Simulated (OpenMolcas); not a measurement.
**F²⁺: from RASSCF to RASPT2**

```json
{
 "Program": "OpenMolcas",
 "Basis": "ANO-RCC [8s7p4d3f2g]",
 "Scalar Hamiltonian": "DKH2, point nucleus",
 "Active space": "5 electrons in 9 orbitals (RAS2 2s 2p; RAS3 3d, at most 2 electrons)",
 "State averaging": "2S+1 = 4 odd, 1 root; 2S+1 = 2 odd, 8 roots; 2S+1 = 4 even, 3 roots; 2S+1 = 2 even, 9 roots",
 "Spin-orbit coupling": "RASSI with atomic mean-field integrals over the reference wave functions, term energies averaged over their components"
}
```

Methods on the same reference wave functions:
A. RASSCF
B. SS-RASPT2, IPEA 0.25 Eh, imaginary shift 0.1 Eh (closed shells correlated: 1s)

Energies in cm-1 above 2s2 2p3 4S* 3/2, the measured ground level; measured values from Moore, Atomic Energy Levels, vol. I, NSRDS-NBS 35 (1971 reprint of NBS Circular 467, 1949).

| Level | A | B | Measured |
| --- | --- | --- | --- |
| 2s2 2p3 4S* 3/2 | 0.0 | 0.0 | 0.0 |
| 2s2 2p3 2D* 3/2 | 37108 | 34470 |  |
| 2s2 2p3 2D* 5/2 | 37117 | 34480 |  |
| 2s2 2p3 2P* 3/2 | 55477 | 52057 |  |
| 2s2 2p3 2P* 1/2 | 55480 | 52060 |  |
| 2s 2p4 4P 5/2 | 154366 | 152324 | 151898 |
| 2s 2p4 4P 3/2 | 154669 | 152626 | 152235 |
| 2s 2p4 4P 1/2 | 154848 | 152806 | 152410 |
| 2s 2p4 2D 3/2 | 216799 | 211101 | 210256 |
| 2s 2p4 2D 5/2 | 216801 | 211104 | 210240 |
| 2s 2p4 2S 1/2 | 258389 | 249665 | 248260 |
| 2s 2p4 2P 3/2 | 276867 | 268926 | 266559 |
| 2s 2p4 2P 1/2 | 277231 | 269290 | 266943 |

Deviations, from unrounded energies. A percentage is the sum of absolute deviations over the sum of measured energies, with the sign that they share, or ± where signs differ.

```
           Against measurement  Levels     A     B
mean absolute deviation (cm-1)       8  6400  1100
      other configurations (%)       8  +3.1  +0.5
```

B lies closest to measurement on these levels. The largest miss of B in the table is 2s 2p4 2P 3/2, by +2400 cm-1. The ranking rests on the paired levels alone, and a cruder setting can come out closer through cancelling errors.

From A to B the spin-free energies of the other terms of 2s2 2p3 shown, above 4S*, scale by factors of 0.93 to 0.94.

The lowest spin-free term lies below A's lowest term by 0.097 hartree in B.

Active for correlation alone: 3d; no level in the range computed is led by a configuration that fills it, so any true level of that kind is missing. Computed and measured levels are paired by configuration, term and J; levels that our copy of the source lacks, or whose pairing is in doubt (as where it misses far off the trend of its configuration), stay unpaired and out of the deviations. Levels of configurations outside the active space are missing.

* marks odd parity.
